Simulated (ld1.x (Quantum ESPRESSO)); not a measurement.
## palladium (Pd) TM semilocal: all-electron and pseudo phase curves

* Element: palladium
* Generator: ld1.x (Quantum ESPRESSO) 7.5
* Type: norm-conserving Troullier–Martins (semilocal form)
* Functional: PBE
* Relativity: scalar-relativistic
* Frozen core: [Kr]
* Valence charge: 10
* Reference configuration: 4d9.75 5s0 5p0 (charge +0.25)
* Partial waves: 5s (bound, empty): rc 2.75 bohr; 5p (bound, empty): rc 3.85 bohr; 4d (bound): rc 1.45 bohr
* Local potential: the d channel
* Core correction: none

The phase is arctan(r·u′/u) with u = r·R(r), unwrapped; energies in Ry, scanned from -2 to 5 Ry. A pole is an energy at which the radial function vanishes at the test radius. The pseudo phase is shifted by a multiple of π to meet the all-electron one at the reference energy, and phase errors are pseudo minus all-electron; the curves can meet again beyond the range given. Levels narrower than the energy grid can be missing from the lists of poles.

```csv
channel,radius (bohr),reference energy (Ry),"poles, all-electron","poles, pseudo",unbroken range about the reference energy with phases within 0.05 rad,phase error 1 Ry above the reference energy (rad)
s,4.22,-0.37,"-0.08, 2.64","-0.09, 2.37",below 0.8,-0.020
p,4.22,-0.11,"0.48, 3.36","0.47, 2.83",below 1.1,-0.022
d,4.22,-0.47,"-0.45, 1.56, 4.74","-0.45, 1.56, 4.74",the whole range,+0.000
```

Phases in the p channel:

```csv
E (Ry),all-electron,pseudo
-2.00,1.392,1.392
-1.52,1.361,1.360
-1.04,1.303,1.303
-0.56,1.146,1.145
-0.08,-0.438,-0.439
0.40,-1.529,-1.535
0.88,-1.716,-1.737
1.36,-1.991,-2.199
1.84,-3.834,-4.323
2.32,-4.509,-4.614
2.80,-4.639,-4.709
3.28,-4.704,-4.781
3.76,-4.753,-4.890
4.24,-4.809,-5.469
4.72,-4.907,-7.547
```
